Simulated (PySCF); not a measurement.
## Dipole response of Cu (copper, neutral)

[Ar] 3d9 4s1 4p1, one real determinant (an excited configuration). All numbers are calculated (PySCF 2.14, scalar relativity by spin-free X2C-1e, in aug-cc-pVDZ-DK (7s6p4d2f, 59 functions)). Coupled (time-dependent) response in atomic units; α is the mean over directions. A double-zeta set is small for polarisabilities.

```csv
method,mean α (bohr³),"α xx, yy, zz",C₆ (like pair),S(−4)
wB97X,63.71,"49.06, 49.06, 93.01",535.6,3064
```

S(−4) is the Cauchy moment in α(ω) = α(0) + S(−4) ω² + …

α(iu) at wB97X:

```json
{"u (hartree)": "0", "α(iu) (bohr³)": "63.71"}
{"u (hartree)": "0.0500", "α(iu) (bohr³)": "57.30"}
{"u (hartree)": "0.100", "α(iu) (bohr³)": "45.72"}
{"u (hartree)": "0.200", "α(iu) (bohr³)": "27.63"}
{"u (hartree)": "0.300", "α(iu) (bohr³)": "17.65"}
{"u (hartree)": "0.500", "α(iu) (bohr³)": "9.033"}
{"u (hartree)": "0.750", "α(iu) (bohr³)": "5.215"}
{"u (hartree)": "1.00", "α(iu) (bohr³)": "3.580"}
{"u (hartree)": "1.50", "α(iu) (bohr³)": "2.147"}
{"u (hartree)": "2.00", "α(iu) (bohr³)": "1.490"}
{"u (hartree)": "3.00", "α(iu) (bohr³)": "0.8679"}
{"u (hartree)": "5.00", "α(iu) (bohr³)": "0.4181"}
```

A single London oscillator, α(iu) = α/(1 + u²/ω²), gives C₆ = (3/4) ω α². Matching the computed C₆ needs ω = 4 × 535.6 / (3 × 63.71²) = 0.176 hartree.

The components differ because the open shell of this determinant is not spherical; for a pure term their mean is the scalar polarisability.

⟨L²⟩ = 8.03 against 12 for a pure F term, so this real determinant mixes terms.
